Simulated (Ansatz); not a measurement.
Job for Ansatz (a quantum-chemistry and plane-wave program): R-wB97X-V/def2-TZVPP on C3H9B (SMILES BC(C)C), a point of a torsion scan.

Ansatz 0.2 input:
```yaml
crystal:
  periodic: [false, false, false]
  atoms:
    - {symbol: B, position_ang: [-0.33570035, 1.57944304, 0.21809777]}
    - {symbol: C, position_ang: [0.09613571, 0.07145521, 0.34563578]}
    - {symbol: C, position_ang: [0.16467641, -0.69716154, -0.98017092]}
    - {symbol: C, position_ang: [1.37609037, -0.17607875, 1.15290975]}
    - {symbol: H, position_ang: [-1.04984875, 1.91173090, -0.64571548]}
    - {symbol: H, position_ang: [0.00391383, 2.36090631, 1.01830245]}
    - {symbol: H, position_ang: [-0.73439011, -0.36938497, 0.92336901]}
    - {symbol: H, position_ang: [0.34636544, -1.75698453, -0.80610689]}
    - {symbol: H, position_ang: [0.97555714, -0.31214228, -1.59506573]}
    - {symbol: H, position_ang: [-0.76356433, -0.59382721, -1.53642449]}
    - {symbol: H, position_ang: [2.23726439, 0.22756452, 0.62433163]}
    - {symbol: H, position_ang: [1.54136271, -1.24219185, 1.30354162]}
    - {symbol: H, position_ang: [1.31840005, 0.30383528, 2.12665291]}
basis:
  gaussian:
    orbitals: def2-TZVPP
hamiltonian:
  xc: {name: wB97X-V}
scf: {lower_state_search: off}
```

**Question.** Give the final energy of this run.

**Answer.** -144.5721 hartree.

**Question.** How many basis functions does it have, and what does it roughly cost on one machine?

**Answer.** 250 functions; about 6 core-seconds (a rough figure).
